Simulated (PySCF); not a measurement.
GeH3, SMILES [GeH3+], charge +1.

Geometry: B3LYP-D3(BJ)/def2-TZVPD.

All values below come from PBE/def2-TZVPD (PySCF).

```
Item                                                               Value
------------------------------------------------  ----------------------
total energy                                         -2078.12786 hartree
point group                                                          D3h
highest occupied level                                         -15.96 eV
lowest empty level                                             -11.07 eV
orbital gap                                                      4.89 eV
dipole moment about the centre of nuclear charge                  0.00 D
mean static polarisability                          23.1 bohr³ (3.42 Å³)
polarisability, principal values                  17.3, 26.0, 26.0 bohr³
```
